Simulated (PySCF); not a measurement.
C7H6FNSi.
Atom-mapped SMILES: `[N:1]#[C:2][C:3]#[C:4][C@@H:5]1[CH:6]=[CH:7][C@H:8]([F:9])[SiH2:10]1`

Cartesian coordinates in Å at the GFN2-xTB level; atoms count from 1:
```
atom  x, y, z in Å
N1     5.1659   -0.3136    0.8413
C2     4.0605   -0.3688    0.5285
C3     2.7548   -0.4320    0.1554
C4     1.6003   -0.5082   -0.1978
C5     0.2242   -0.5532   -0.5869
C6    -0.2453    0.7892   -1.0960
C7    -1.3940    1.2737   -0.6583
C8    -2.1831    0.4605    0.3231
F9    -2.5854    1.2466    1.3974
Si10  -0.9948   -0.9591    0.8618
H11    0.1279   -1.2957   -1.3888
H12    0.3769    1.3052   -1.8114
H13   -1.7929    2.2267   -0.9690
H14   -3.1192    0.1161   -0.1351
H15   -1.5835   -2.2881    0.7055
H16   -0.4201   -0.6904    2.1731
```

Definitions: NICS(0) = −σiso at the ring centroid; NICS(1) = −σiso and NICS(1)zz = −σzz at ±1 Å along the ring normal z. Level: GIAO PBE0/pcSseg-1 (PySCF, non-relativistic, gas phase) on the GFN2-xTB geometry, one conformer.

Ring bond lengths (Å), with Mayer bond orders in brackets: C5–C6 1.510 (1.02), C6–C7 1.321 (1.88), C7–C8 1.499 (1.03), C8–Si10 1.928 (0.86), Si10–C5 1.936 (0.79).

**Question.** What do the NICS probes read (ppm)?

**Answer.** 
```
            ring                                                      type  NICS(0)  NICS(1), two faces  NICS(1)zz, two faces  rms pucker (Å)  centre to ring atoms, mean (Å)
C5–C6–C7–C8–Si10  5-membered ring with Si; formal bonds 1 double, 4 single     -2.9         -4.6 / -2.9           -3.9 / -0.1            0.08                            1.38
```

**Question.** What do they say, and how far can they be read as aromaticity?

**Answer.** 
- C5–C6–C7–C8–Si10: mean NICS(1)zz -2.0 ppm, near zero. C5, C8, Si10 have four or more neighbours, so the value isn't read as a sign of a π ring current. The two faces differ by 3.8 ppm, so no symmetry operation interchanges them.

**Question.** List the ring angles and the Hirshfeld charges of the ring atoms.

**Answer.** 
- C5–C6–C7–C8–Si10: C5 104.1° (-0.092 e), C6 119.0° (-0.032 e), C7 118.4° (-0.051 e), C8 104.9° (-0.024 e), Si10 91.4° (+0.373 e); sum 537.8° against 540° for a flat convex ring.

**Question.** How shielded are the nuclei of the rings and their hydrogens (means over atoms taken as equivalent)?

**Answer.** 
| atoms | environment | σ isotropic (ppm) |
| --- | --- | --- |
| C5 | sp3 carbon bound to silicon | 165.1 |
| C6 | alkene CH carbon | 47.8 |
| C7 | alkene CH carbon | 42.1 |
| C8 | sp3 C–F carbon | 92.5 |
| Si10 | SiH2 silicon | 369.0 |
| H11 | methine hydrogen | 28.72 |
| H12 | vinylic hydrogen | 25.66 |
| H13 | vinylic hydrogen | 25.11 |
| H14 | methine hydrogen | 25.84 |
| H15 | Si–H hydrogen | 26.99 |
| H16 | Si–H hydrogen | 27.20 |
